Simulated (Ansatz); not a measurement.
Molecule: C$_{5}$H$_{3}$O$_{2}$ (charge 0, doublet). It need not be the lowest isomer of its formula. 
Geometry from a B3LYP-D3(BJ)/def2-TZVP (Ansatz, an electronic-structure program) optimisation:
SMILES: o1[c]ccc1C=O
```xyz
10

C     -1.9738     0.2270     0.2616
C     -1.6109    -1.0853     0.2872
O     -0.3254    -1.2972     0.1205
C      0.2487    -0.0316    -0.0328
C     -0.7404     0.9101     0.0503
C      1.6807     0.0231    -0.2353
O      2.2930     1.0585    -0.3806
H     -2.9591     0.6405     0.3748
H     -0.5884     1.9735    -0.0325
H      2.1817    -0.9634    -0.2479
```
Charge 0, spin multiplicity 2.

Quantity: atomisation energy (electronic, to ground-state atoms), in kJ/mol. Correlated levels leave the core frozen unless marked. UHF or UKS for open shells. No spin-orbit coupling. No relativistic terms. The coupled-cluster limit lacks core correlation, which all-electron functionals hold. CBS(X,Y): correlation extrapolated as X^-3; Hartree-Fock from the larger set. The bracket is a focal-point correction in the basis named.

```json
[
 {"level": "BLYP/def2-TZVPD", "program": "Ansatz", "atomisation energy (kJ/mol)": "4749.8"},
 {"level": "revPBE/def2-TZVPD", "program": "Ansatz", "atomisation energy (kJ/mol)": "4767.7"}
]
```

Q: Estimate the value at RI-MP2/CBS(cc-pVTZ,cc-pVQZ)+[CCSD(T)-MP2]/cc-pVTZ as computed with Ansatz.

A: 4706.0 kJ/mol
